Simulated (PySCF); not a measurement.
Br4Sn (SMILES [Br][Sn]([Br])([Br])[Br]), singlet, geometry from GFN2-xTB (such geometries of metal compounds can be far from the true shape) (core potentials on Sn). Base run: DF-HF/def2-SVP (PySCF).

PySCF was given this input:
```python
from pyscf import gto, scf

mol = gto.Mole()
mol.atom = '''
    Br   -0.91186099    2.25519566   -0.77092607
    Sn   -0.00000000    0.00000000    0.00000000
    Br   -1.75646102   -1.80817005   -0.39634669
    Br    0.55773232    0.11338300    2.48752968
    Br    2.11058968   -0.56040861   -1.32025692
'''
mol.basis = 'def2-svp'
mol.ecp = {'Sn': 'def2-svp'}
mol.verbose = 4
mol.build()

mf = scf.RHF(mol)
mf = mf.density_fit(auxbasis='def2-universal-jkfit')
mf.kernel()
```

Variants of this job, named by their change:

| change | basis functions | E (Eh) | HOMO (eV) | HOMO-LUMO gap (eV) | core-seconds (rough) |
|---|---|---|---|---|---|
| base | 154 | -10501.94225 | -11.88 | 10.88 | 7 |
| basis = LANL2DZ | 40 | -55.11287 | -12.21 | 10.31 | 1 |
| basis = def2-SV(P) | 154 | -10501.94225 | -11.88 | 10.88 | 7 |
| basis = def2-SVPD | 196 | -10501.95422 | -11.96 | 10.68 | 9 |
| basis = def2-TZVP | 242 | -10503.21611 | -11.92 | 10.88 | 10 |
| basis = def2-TZVPP | 242 | -10503.21611 | -11.92 | 10.88 | 20 |

Totals compare only among sets that treat the same electrons; sets with core potentials leave the core out.
